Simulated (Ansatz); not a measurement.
H2Zn (SMILES [ZnH2]) moved off its minimum; all values from Ansatz (a quantum-chemistry and plane-wave program), cores frozen in correlated methods.
(charge 0, multiplicity 1)
```xyz
3

Zn    -0.00729     0.02092    -0.02935
H      0.06518     0.07076     1.54891
H     -0.04214     0.00949    -1.56178
```

Forces at PBE/def2-TZVPP (eV/Å):

```tsv
atom	Fx	Fy	Fz
Zn1	0.077	0.071	0.558
H2	-0.047	-0.042	-0.447
H3	-0.030	-0.029	-0.110
```

**Question.** Give the forces (eV/Å), the total energy and the dipole at CCSD(T)/def2-TZVPPD.

**Answer.** 
```csv
atom,Fx,Fy,Fz
Zn1,0.073,0.067,0.561
H2,-0.049,-0.042,-0.567
H3,-0.024,-0.025,0.006
```
Energy -1779.4363 hartree, dipole 0.12 D.
